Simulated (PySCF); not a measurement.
**Structure from NMR data**

Molecular formula: C6H13ClOSi. Simulated spectra:

¹H NMR (400 MHz, computed): δ 6.31 (m, 1H), 6.20 (m, 1H), 4.97 (d, 1H), 3.57 (s, 3H), 3.27 (m, 1H), 2.01 (s, 3H), 1.31 (d, 3H).

¹³C{¹H} NMR (computed): δ 147.8 (C), 139.1 (CH2), 77.5 (CH), 59.8 (CH3), 26.6 (CH3), 14.0 (CH3).

All values are calculated (PySCF): NMR shieldings at PBE0/pcSseg-1/GIAO, geometry from GFN2-xTB. Equivalent nuclei averaged, relativity neglected, a single conformation, in vacuum.

Scale: ¹H (σ = 31.72 ppm), ¹³C (σ = 186.93 ppm) vs TMS (reference shieldings calculated alike).

Task: Propose a structure and justify it.

Result: 
The formula gives 1 degree of unsaturation (no ring in the answer). 6 carbon signals for 6 carbons: no two carbons are equivalent. Carbon types of the structure: 1 × C, 1 × CH, 1 × CH2, 3 × CH3, leaving 1 H on heteroatoms. δC 147.8: fully substituted alkene carbon; as expected for a trigonal carbon in a double bond. δC 139.1: terminal =CH2 carbon; an sp2 carbon of a C=C bond. δC 77.5: sp3 CH bonded to O and Si; deshielded by the electronegative neighbour. δC 26.6: allylic methyl carbon; saturated and bonded to C and H only. δC 14.0: methyl carbon; saturated and bonded to C and H only. δH 3.57: hydrogen on a methyl carbon bonded to O; its carbon carries O, which withdraws density. δH 3.27: hydrogen on an sp3 CH bonded to O and Si; its carbon carries O, hence the downfield position.

The compound is SMILES C=C(C)[Si@@H](Cl)[C@H](C)OC.

The data come from this structure; uniqueness wasn't tested.

Shifts are as computed. Against solution values, carbons near 30 ppm lie about +3 ppm off and those near 130 ppm about +5 ppm. Of 1211 compounds with measured shifts, 218 miss one by over three times the rms of a fit or turn the order of signals round; such compounds aren't used in these exercises. No couplings were computed; multiplicities are counted from neighbouring protons, with m where these are inequivalent, close in shift, in a saturated or five-membered ring or joined by F or P, and br s for small geminal =CH2 splittings.
